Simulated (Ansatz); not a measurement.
Q: Predict a relaxed structure of PbMe4 (C4H12Pb), charge 0, singlet, at B3LYP-D4/def2-SVP (Ansatz).

A: 
```xyz
17

Pb    0.0001   -0.0001    0.0001
C    -1.9209    0.9742   -0.7149
H    -2.5651    0.2120   -1.1751
H    -1.6813    1.7508   -1.4546
H    -2.4388    1.4273    0.1419
C     1.3862    1.5878    0.8416
H     2.2757    1.1039    1.2685
H     0.8603    2.1511    1.6251
H     1.6883    2.2707    0.0353
C     1.0132   -1.0422   -1.7431
H     1.9922   -1.4229   -1.4201
H     1.1484   -0.3259   -2.5655
H     0.3849   -1.8782   -2.0809
C    -0.4784   -1.5197    1.6164
H    -1.2272   -2.2294    1.2377
H    -0.8761   -0.9988    2.4985
H     0.4385   -2.0606    1.8890
```
Point group T (tolerance 0.1 Å). This is one stationary point.

In the def2 sets Pb takes a core potential; there is no spin–orbit coupling.
